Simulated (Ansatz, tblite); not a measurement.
Forces on GeF2Me2 (C₂H₆F₂Ge) at its r2SCAN-D4/def2-SVP geometry. Charge 0, multiplicity 1.

The xTB rows come from tblite.

GFN1-xTB (tblite), largest force 0.33 eV/Å:

```xyz
11
positions Å, forces eV/Å
Ge    0.409    0.241   -0.354    0.064    0.039   -0.055
F     2.142    0.145   -0.220   -0.102    0.030   -0.043
F     0.162    1.217   -1.774    0.058   -0.057    0.081
C    -0.243    1.237    1.161   -0.011    0.262    0.199
H    -0.066    0.680    2.092   -0.086    0.222   -0.214
H    -1.321    1.430    1.056    0.300   -0.008    0.109
H     0.288    2.198    1.214   -0.211   -0.192    0.116
C    -0.249   -1.528   -0.734   -0.016   -0.279   -0.176
H    -1.342   -1.514   -0.856    0.305   -0.090    0.019
H     0.013   -2.217    0.082   -0.113    0.123   -0.273
H     0.209   -1.888   -1.666   -0.188   -0.051    0.239
```

GFN2-xTB (tblite), largest force 1.06 eV/Å:

```
Ge 0.087 0.052 -0.074
F 0.199 0.048 -0.072
F 0.077 0.115 -0.168
C -0.279 0.645 0.799
H -0.084 0.264 -0.342
H 0.426 -0.041 0.087
H -0.243 -0.267 0.099
C -0.282 -0.978 -0.312
H 0.435 -0.054 0.031
H -0.121 0.227 -0.354
H -0.214 -0.011 0.307
```

PBE0-D4/def2-TZVP (Ansatz), largest force 0.31 eV/Å:

```
Ge 0.093 0.057 -0.081
F -0.143 0.005 -0.009
F 0.017 -0.080 0.117
C -0.084 0.185 0.239
H -0.045 0.145 -0.261
H 0.293 -0.059 0.023
H -0.148 -0.264 -0.014
C -0.088 -0.288 -0.089
H 0.298 0.006 0.036
H -0.070 0.196 -0.218
H -0.124 0.096 0.258
```
